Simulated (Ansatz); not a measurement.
Reaction (hydrogenolysis of a C–Si bond): `O=C=C([SiH3])[SiH3]` + H₂ → `O=C=C[SiH3]` + SiH₄

Calculated with Ansatz (gas phase, PBE0-D4/def2-TZVP geometries, no zero-point term in ΔE). CBS: MP2 limit from def2 TZ/QZ plus the TZ coupled-cluster correction, frozen cores. This one scheme is used for every species. Functionals use def2-TZVPP.

| level | ΔE (eV) |
| --- | --- |
| PBE0-D4 | 0.16 |
| r2SCAN | 0.17 |

**Question.** What does CCSD(T)/CBS give? (Best estimate.)

**Answer.** Ansatz gave: +0.19 eV. The listed levels differ from it by -0.03, -0.02 eV.

Largest T1 diagnostic among the species: 0.016.

In def2-TZVPP, CCSD(T) changes the Hartree–Fock value by +0.24 eV (the triples alone add +0.06 eV) and MP2 by +0.36 eV. The D4 term adds +0.14 eV with B3LYP and +0.08 eV with PBE0; it sums over pairs of atoms, weighted by their polarisabilities, and B3LYP, whose exchange is more repulsive, gets the larger term.

B3LYP here is the variant with VWN-RPA as its local correlation; programs differ in this.
